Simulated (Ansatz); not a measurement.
Basis-set extrapolation for C7H5N, SMILES `N#Cc1ccccc1` (PBE0-D4/def2-TZVP geometry, frozen core, Ansatz 0.2.0). Multiplicity 1, RHF reference.

```csv
,def2-TZVPP,def2-QZVPP
HF,-322.551994,-322.564834
MP2 correlation,-1.267677,-1.348652
CCSD(T) correlation,-1.355084,not run
```

Energies in hartree. Use E(X) = E(∞) + A·exp(−7.88·√X) for Hartree–Fock and E(X) = E(∞) + B·X^(−2.97) for correlation, with X = 3 and 4, and add CCSD(T) minus MP2 of the smaller set to the MP2 limit.

**Question.** What is the CCSD(T) energy at the basis-set limit?

**Answer.** HF limit: -322.564834 + (-0.012840) × 0.13774 = -322.56660. MP2 limit: -1.348652 + (-0.080975) × 0.74074 = -1.40863. Higher-order term: -1.355084 − (-1.267677) = -0.08741. Total: -324.06264 hartree, 408.4 kJ/mol below CCSD(T)/def2-TZVPP.
